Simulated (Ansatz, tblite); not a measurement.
Removing an electron: B₇⁻ (the lowest singlet isomer of a short search). Charge -1, multiplicity 1. Geometry: PBE-D4/def2-SVPD. Ansatz, gas phase; energy differences of separate SCF runs; the oxidised species was run as a doublet alone.

Cartesian coordinates in Å:
```
B 0.615 -1.076 0.852
B -1.012 -0.287 -1.395
B -0.502 -1.371 -0.360
B 1.304 0.324 1.116
B 0.156 1.327 0.690
B 0.401 0.051 -0.382
B -0.961 1.032 -0.522
```

The xTB rows come from tblite. The structure comes from a short search, and lower isomers may exist.

```
             level  −HOMO (eV)  vertical IE (eV)  −LUMO (eV)  HOMO–LUMO gap (eV)                                     remarks
          GFN1-xTB        3.86              6.53        2.42                1.43                                           –
 PBE-D4/def2-TZVPD        0.37              2.73       -1.05                1.42  restricted SCF unstable in HF (-1 singlet)
PBE0-D4/def2-TZVPD        1.06              2.60       -1.89                2.94  restricted SCF unstable in HF (-1 singlet)
```

(1) Estimate the rows for GFN2-xTB, BLYP-D4/def2-TZVPD.

## Answers

(1) 
```csv
level,−HOMO (eV),vertical IE (eV),−LUMO (eV),HOMO–LUMO gap (eV),remarks
GFN2-xTB,-1.86,2.07,-2.73,0.87,–
BLYP-D4/def2-TZVPD,0.15,2.57,-1.26,1.41,restricted SCF unstable in HF (-1 singlet)
```

  Raw xTB energy differences between charge states are shifted by several eV; the methods need an empirical correction for them.
